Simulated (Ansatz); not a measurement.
`CO[SiH2]S[SiH](F)F`, charge 0, multiplicity 1.

Task: Give a relaxed structure at PBE0-D4/def2-TZVP (Ansatz). (Estimate.)

Result: The calculation gave: 
Z-matrix (Å, degrees):
```
C
O 1 1.413
H 1 1.094 2 110.4
H 1 1.094 2 111.6 3 -121.5
H 1 1.091 2 108.2 3 119.0
Si 2 1.637 1 125.5 3 90.5
S 6 2.140 2 107.2 1 136.8
H 6 1.485 2 109.2 1 16.1
H 6 1.482 2 112.6 1 -107.1
Si 7 2.108 6 95.7 2 -32.3
F 10 1.589 7 111.1 6 -48.2
F 10 1.585 7 106.3 6 -164.3
H 10 1.468 7 115.5 6 75.8
```
This is one stationary point; other conformers may exist.
